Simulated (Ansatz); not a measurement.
```xyz
7

Br   -0.917   -2.598    0.130
C    -0.241   -0.878    0.100
N     0.736   -0.326    0.705
C     0.301    0.854   -0.043
O    -0.788    0.089   -0.667
H     1.008    1.200   -0.798
H    -0.100    1.659    0.572
```

Total charge 0; spin multiplicity 1.

Task: List the r2SCAN/def2-TZVPP orbital energies in eV (Ansatz). (Estimate.)

Result: Computed: Occupied: -13122.87, -1696.08, -1526.87, -1526.77, -1526.77, -517.56, -385.58, -277.19, -276.12, -235.74, -176.06, -175.73, -175.71, -69.87, -69.79, -69.77, -69.53, -69.53, -30.43, -23.93, -21.83, -18.30, -14.06, -13.65, -13.53, -12.56, -9.99, -9.99, -8.20, -8.12, -7.60, -7.13. Lowest empty: -1.04, -0.82, 0.78, 1.67, 2.51, 3.23, 3.75, 4.61.
